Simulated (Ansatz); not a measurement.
Reaction (cleavage of the Si–Si bond): `FC[SiH2][SiH2]F` + H–F → `FC[SiH2]F` + `F[SiH3]`

Calculated with Ansatz (gas phase, PBE0-D4/def2-TZVP geometries, no zero-point term in ΔE). CCSD(T)/CBS is the MP2 limit (def2-TZVPP, def2-QZVPP) plus CCSD(T) − MP2 in def2-TZVPP, frozen cores. This one scheme is used for every species. Functionals use def2-TZVPP. HSE06 is defined as in plane-wave codes. Each species was taken in one conformer, which may not be the lowest.

`FC[SiH2][SiH2]F`:

Z-matrix (Å, degrees):
```
C
Si 1 1.901
F 1 1.391 2 109.9
H 1 1.095 2 111.5 3 -119.9
H 1 1.095 2 111.0 3 119.7
Si 2 2.344 1 110.1 3 -54.8
H 2 1.489 1 109.9 3 65.7
H 2 1.490 1 107.8 3 -175.7
F 6 1.608 2 108.5 1 -56.4
H 6 1.487 2 111.5 1 -174.9
H 6 1.485 2 112.0 1 62.6
```

H–F:

```xyz
2

F     0.286   -0.119   -0.340
H    -0.286    0.119    0.340
```

`FC[SiH2]F`:

Cartesian coordinates in Å:
```
F 0.747 0.108 -1.789
C 0.563 0.610 -0.508
Si -0.491 -0.546 0.536
F -1.997 -0.541 -0.002
H 0.104 1.602 -0.589
H 1.548 0.741 -0.042
H -0.495 -0.040 1.932
H 0.020 -1.934 0.462
```

`F[SiH3]`:

Cartesian coordinates in Å:
```
F 0.865 1.221 0.441
Si -0.022 -0.032 -0.011
H -0.870 0.385 -1.153
H -0.862 -0.446 1.137
H 0.890 -1.128 -0.413
```

```
          species  HSE06-D4 energy (Eh)
`FC[SiH2][SiH2]F`            -820.04928
              H–F            -100.39003
      `FC[SiH2]F`            -529.47592
        `F[SiH3]`            -391.00901
```

Work out ΔE.

ΔE = (-529.47592) + (-391.00901) − (-820.04928) − (-100.39003) = -0.04562 Eh = -119.8 kJ/mol. CCSD(T)/CBS gives -137.0 kJ/mol.

Largest T1 diagnostic among the species: 0.012.

In def2-TZVPP, CCSD(T) changes the Hartree–Fock value by +33.0 kJ/mol (the triples alone add +4.4 kJ/mol) and MP2 by +26.6 kJ/mol. Leaving LDA and LC-ωPBE aside and taking each functional with its dispersion term where it has one, the values, not all of them listed here, spread over 36.8 kJ/mol, from B2PLYP to revPBE-D4. From BLYP to BHLYP (50 % exact exchange), in def2-TZVPP and without D4, ΔE moves by −12.7 kJ/mol.
